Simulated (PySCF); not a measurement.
# Gas-phase thermal properties of GeH2

Computed with PySCF (xtb for GFN2) and rigid-rotor harmonic-oscillator thermochemistry at 1 bar. 6-31G* has spherical d functions here. All species are closed-shell singlets. B3LYP is the form with VWN-RPA correlation. Ge: all electrons, no relativistic terms. GeH2: computed as isolated molecules; such fragments, hydroxides, amides, oligomers or adducts are transient or little studied in the gas. The harmonic model lacks anharmonicity and excited electronic states, which grow with temperature; levels with a mode under 35 cm⁻¹ are left out.

```csv
level,point group,σ,ZPE (kJ/mol),S°298 (J/mol/K),Cp298 (J/mol/K),S°1000 (J/mol/K),H1000 − H298 (kJ/mol)
B3LYP/6-31G*,C2v,2,28.3,220.6,35.3,271.0,30.3
GFN2-xTB,C2v,2,24.5,220.6,35.6,272.8,31.5
HF/6-31G*,C2v,2,30.5,220.0,34.8,269.3,29.6
PBE/def2-SVP,C2v,2,27.6,220.8,35.5,271.6,30.6
PBE0/def2-TZVP,C2v,2,28.7,220.4,35.3,270.7,30.2
```
σ: rotational symmetry number. Electronic degeneracy used: 1. Frequencies are unscaled.
